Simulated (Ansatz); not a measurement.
The cluster Rb₄Br₃⁺, relaxed as a singlet with RKS PBE-D4/def2-SVP in Ansatz, starting from the GFN2-xTB geometry. Force threshold 0.02 eV/Å.

In the def2 sets Rb takes a core potential; there is no spin–orbit coupling. The structure comes from a short search, and lower isomers may exist.

Start:

Cartesian coordinates in Å:
```
Rb 0.9578 -1.3506 -1.7349
Rb -3.0667 -1.7781 0.8156
Rb 2.4458 0.0459 2.6428
Rb -0.4352 3.1723 -1.6037
Br -1.9313 0.3128 -1.3913
Br 0.1056 -1.8755 1.4744
Br 1.9239 1.4733 -0.2028
```

```tsv
step	energy (eV)	largest force component (eV/Å)	SCF passes
1	-212711.5527	0.252	14
2	-212711.6666	0.101	17
3	-212711.6799	0.071	17
4	-212711.6906	0.008	16
```

Force components are those of the run's own axes.

End:

Cartesian coordinates in Å:
```
Rb 0.9211 -1.2749 -1.5981
Rb -2.9991 -1.6155 0.8646
Rb 2.3452 0.0621 2.6055
Rb -0.4961 3.1379 -1.4793
Br -2.0608 0.2633 -1.6512
Br 0.1610 -2.1442 1.5545
Br 2.1286 1.5713 -0.2960
```

By distances, no bond broke or formed. The bond that changes most is Rb3–Br7, from 3.23 to 3.28 Å (atoms count from 1). The end is the same structure that another start reached.

No frequencies were taken in this run, so the end may be a saddle point.

It took 12 s on 4 threads of Arm Neoverse V2 on a shared host.
